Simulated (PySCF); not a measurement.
H3O4S, SMILES O=S(O)(O)=[OH+], charge +1. Heavy atoms are numbered as in [O:1]=[S:2]([OH:3])(=[OH+:4])[OH:5]. Hydrogens are named by the atom that carries them.

The structure is a stationary point at PBE0-D3(BJ)/def2-SVP. The isomer is the one that the SMILES or the coordinates give; other isomers of the formula were not compared. One conformer was computed; it need not be the lowest.

Computed with B3LYP/pcSseg-1 (PySCF).

GIAO shieldings, no solvent; atoms alike by connectivity are averaged. δ = σ(ref) − σ: ¹⁷O against H2O (σ = 333.8 ppm); ³³S against H2S (σ = 695.8 ppm); ¹H against TMS (σ = 31.68 ppm), references at their B3LYP-D3(BJ)/def2-TZVP geometries, non-relativistic.

```
atoms    nucleus  count     δ (ppm)
-------  -------  -----  ----------
O1           ¹⁷O      1  (withheld)
O3 (OH)      ¹⁷O      3       202.1
S2           ³³S      1       544.8
H on O3       ¹H      3  (withheld)
```

Task: Some entries are withheld; supply them. (An estimate is asked for; the answer gives what the named calculation found.)

Result: 
- H on O3, δ (ppm): 7.69
- O1, δ (ppm): 275.3
